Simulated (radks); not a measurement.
Results of a calculation; reference values are marked as such.
Question: Ionisation of the silver ion Ag+, [Kr] 4d10, to Ag2+, [Kr] 4d9, under several functionals. Dirac Kohn-Sham, spin-unpolarised, spherical densities, point nucleus; open shells are shared between the two j in proportion to 2j + 1; a radial shooting solver on a logarithmic mesh with Libxc functionals. The NIST Atomic Spectra Database gives 21.484 eV (measured). Rank these functionals by the error of their Delta-SCF ionisation energy: revPBE; SOGGA; HCTH/407; LDA (Slater exchange, Perdew-Zunger correlation); B86b exchange with PBE correlation; BP86; exchange-only PBE; PBEsol.

Answer: From best to worst: exchange-only PBE 21.033 eV (-0.451); SOGGA 22.003 eV (+0.519); revPBE 22.025 eV (+0.541); PBEsol 22.115 eV (+0.631); B86b exchange with PBE correlation 22.139 eV (+0.655); BP86 22.220 eV (+0.735); LDA (Slater exchange, Perdew-Zunger correlation) 22.384 eV (+0.900); HCTH/407 22.527 eV (+1.042). Spin polarisation and multiplet splitting are left out, so open shells lie too high by an amount that depends on their filling. Sharing an open shell by 2j + 1 raises it above the true ground level by a part of the spin-orbit splitting, which enters the differences from NIST.

Beside tabulated values, note that spin-unpolarised runs miss the spin-polarisation part of the exchange energy of open shells.
